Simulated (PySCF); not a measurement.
A GIAO shielding run with PySCF 2.14 (density fitting, non-relativistic, gas phase) on `C[C@@H]1[SiH2]CC[C@H]1F`, C$_{5}$H$_{11}$FSi:

```
$ OMP_NUM_THREADS=1 python probes_run.py task.json out

{"job": {"kind": "nmr", "xc": "PBE0", "basis": "pcSseg-1"}, "charge": 0, "multiplicity": 1}
C      2.059775    -0.236083    -0.835381
C      0.914930    -0.075227     0.157745
Si    -0.336254    -1.518418     0.253572
C     -1.858210    -0.368538     0.303728
C     -1.280621     1.017862     0.587864
C      0.037818     1.131882    -0.169143
F      0.680590     2.310767     0.174380
H      1.677092    -0.430437    -1.835584
H      2.663895     0.669372    -0.869600
H      2.699668    -1.066643    -0.546572
H      1.347353     0.109292     1.146419
H     -0.299091    -2.363312    -0.942048
H     -0.172188    -2.320255     1.467641
H     -2.371428    -0.361819    -0.658566
H     -2.599808    -0.636664     1.053057
H     -1.068537     1.126818     1.653490
H     -1.963033     1.818447     0.297607
H     -0.140711     1.199274    -1.250263
```

Hardware: 1 thread of an Arm Neoverse N1, shared host. The job also computes population analyses, field gradients, ring-centre shieldings.

**Question.** How large is the calculation?

**Answer.** 64 electrons, 181 basis functions and 959 auxiliary functions.

**Question.** How long does it take, and how much memory does it need?

**Answer.** 41 s of wall time, with 12 SCF cycles and 4 response iterations; peak memory 0.83 GiB. Times on a shared host scatter by some tens of per cent.
